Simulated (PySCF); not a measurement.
Species: C₃BN₃.
Atom-mapped SMILES: `[N:1]#[C:2][B:3]([C:4]#[N:5])[C:6]#[N:7]`

Computed by this run: PySCF, PBE0-D3(BJ)/def2-SVP geometry optimisation, gas phase; density fitting, grid level 1; the optimiser is geomeTRIC in internal coordinates, started from a GFN2-xTB structure with every atom displaced at random (about 0.01 Å).

The end geometry, which sets the zero of energy:
```
atom  x, y, z in Å
N1     -0.1027    2.7395    0.0796
C2     -0.0439    1.5801    0.0738
B3      0.0326    0.0533    0.0671
C4      1.3900   -0.6429   -0.0259
N5      2.4214   -1.1710   -0.0960
C6     -1.2505   -0.7731    0.1562
N7     -2.2266   -1.3974    0.2254
```

Question: These geometries come from the run, each turned onto the end geometry. Order them by energy, lowest first.
A.
```
atom  x, y, z in Å
N1     -0.0902    2.7635    0.0687
C2     -0.0427    1.5999    0.0853
B3      0.0309    0.0773    0.0807
C4      1.3612   -0.6478   -0.0563
N5      2.3939   -1.1936   -0.0791
C6     -1.2435   -0.7696    0.1690
N7     -2.1892   -1.4412    0.2118
```
B.
```
atom  x, y, z in Å
N1     -0.0844    2.6949    0.0809
C2     -0.0541    1.5710    0.0726
B3      0.0060    0.0587    0.0634
C4      1.4068   -0.6299   -0.0239
N5      2.3898   -1.1592   -0.0940
C6     -1.2479   -0.7586    0.1565
N7     -2.1958   -1.3885    0.2246
```
C.
```
atom  x, y, z in Å
N1     -0.0771    2.7434    0.0697
C2     -0.0377    1.5849    0.0811
B3      0.0195    0.0565    0.0803
C4      1.3821   -0.6383   -0.0446
N5      2.4153   -1.1603   -0.0884
C6     -1.2605   -0.7740    0.1659
N7     -2.2212   -1.4238    0.2162
```

Answer: C (0.004 eV), A (0.014 eV), B (0.272 eV).

In the order of the answer:

| step | E above end (eV) | largest force (eV/Å) | rms force component (eV/Å) | rms distance from end (Å) | rms bond change (Å) | bond most changed (Å) |
| --- | --- | --- | --- | --- | --- | --- |
| 3 | 0.004 | 0.47 | 0.147 | 0.020 | 0.003 | B3–C4 +0.006 |
| 1 | 0.014 | 1.13 | 0.366 | 0.036 | 0.005 | C4≡N5 +0.007 |
| 0 | 0.272 | 6.81 | 2.610 | 0.030 | 0.031 | C4≡N5 -0.042 |

What follows is the cost of the whole optimisation. On Arm Neoverse V1, one thread, shared host, this took 23 s of wall time and 0.39 GiB of memory at its peak.
